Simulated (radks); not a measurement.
Results of a calculation; reference values are marked as such.
The oxygen anion O2-, [Ne], held by a Watson sphere: a shell of charge +2 at radius R that stands for the Madelung well of a crystal (potential energy -2/R inside, -2/r outside, in hartree with lengths in bohr). Level of theory: non-relativistic Kohn-Sham, LDA (Slater exchange, Perdew-Wang correlation), spin-polarised, spherical densities, point nucleus (a radial shooting solver on a logarithmic mesh with Libxc functionals). Response by self-consistent Sternheimer equations with the Hartree and adiabatic LDA kernel. The sphere does not respond.

| R (bohr) | e(1s) (eV) | e(2s) (eV) | e(2p) (eV) | <r> 2p (bohr) | sum of <r^2> (bohr^2) | X-ray form factor at sin(theta)/lambda = 0.2 1/angstrom | alpha (bohr^3) |
|---|---|---|---|---|---|---|---|
| 1.64 | -504.08 | -23.663 | -9.268 | 1.401 | 19.19 | 6.312 | 10.19 |
| 2.28 | -504.08 | -20.727 | -6.936 | 1.555 | 23.69 | 5.963 | 19.26 |
| 2.44 | -503.95 | -20.164 | -6.448 | 1.589 | 24.81 | 5.905 | 22.47 |
| 2.62 | -503.78 | -19.599 | -5.944 | 1.627 | 26.08 | 5.852 | 26.66 |
| 2.64 | -503.76 | -19.540 | -5.891 | 1.631 | 26.22 | 5.846 | 27.17 |
| 3.47 | -502.92 | -17.691 | -4.115 | 1.788 | 32.30 | 5.710 | 57.73 |
| 3.68 | -502.72 | -17.362 | -3.778 | 1.825 | 33.94 | 5.694 | 69.35 |
| 3.72 | -502.69 | -17.305 | -3.718 | 1.832 | 34.26 | 5.691 | 71.79 |
